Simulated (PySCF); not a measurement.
Below is a simulated gas-phase Si 1s photoelectron spectrum of `O[SiH2]C#C[SiH3]`.

Every computed line was given a Gaussian of 0.7 eV full width at half maximum and an area set by the number of equivalent atoms; the highest printed point is 100. Method: PySCF, delta-SCF UKS SCAN, pcX-2 on the ionised atom, pcseg-1 elsewhere, spin-free X2C.

```csv
binding energy (eV),intensity
1846.1,0
1846.2,1
1846.3,2
1846.4,4
1846.5,8
1846.6,16
1846.7,27
1846.8,42
1846.9,59
1847.0,75
1847.1,87
1847.2,95
1847.3,99
1847.4,100
1847.5,99
1847.6,95
1847.7,86
1847.8,73
1847.9,57
1848.0,41
1848.1,26
1848.2,15
1848.3,8
1848.4,3
1848.5,1
1848.6,1
1848.7,0
```

Count the maxima, the lines and the sites behind this envelope.

The curve has 1 maximum (at 1847.4 eV). Under it lie 2 lines from 2 inequivalent silicon sites. At this width some lines have no maximum of their own.

Decompose the envelope and assign each component. Numbering: `[OH:1][SiH2:2][C:3]#[C:4][SiH3:5]`.

```tsv
position (eV)	relative area	line	atoms	environment
1847.13	1	Si 1s	Si5	SiH3 silicon
1847.66	1	Si 1s	Si2	oxygen-bound silicon
```

What are the centre and the root-mean-square width of the whole band?

The area-weighted mean of the lines is 1847.39 eV. Their own spread about it is 0.27 eV (rms) and each Gaussian has σ = 0.7/2.355 = 0.30 eV; the variances add, which gives 0.40 eV.

Above which line width would these two lines show one maximum?

Two equal Gaussians merge once their distance is under 2σ = FWHM/1.177. With 0.54 eV between them that is a full width over 0.64 eV.

The listed Si 1s values span 0.53 eV, from Si5 (bonded to C and 3 H) to Si2 (bonded to O, C and 2 H). Summing the Pauling electronegativity differences to the bonded atoms, each weighted by its formal bond order, gives +1.55 for the lowest site and +2.79 for the highest.

No satellites, vibrations or lifetime broadening are included. Geometry: PBE0-D3(BJ)/def2-SVP, one conformer, isolated molecule.

Hardware: one thread, Arm Neoverse N1, shared host. Cost: 75 s wall.

Conformer computed: `[OH:1][SiH2:2][C:3]#[C:4][SiH3:5]`: H–O1–Si2–C3 -53°.
